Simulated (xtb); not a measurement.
HISZn, SMILES [SH][Zn][I]. All values are semi-empirical tight-binding results from xtb (GFN2-xTB unless named), good for trends rather than for accurate numbers. Geometry: GFN2-xTB. The values are those of a single conformer.

For metal compounds this method's bond lengths and energies can be far off.

```yaml
point_group_as_xtb_finds_it: Cs
orbital_gap: 3.37 eV
zero_point_energy: 5.3 kcal/mol
G − E(el) at 298.15 K (modified RRHO): -14.6 kcal/mol
```
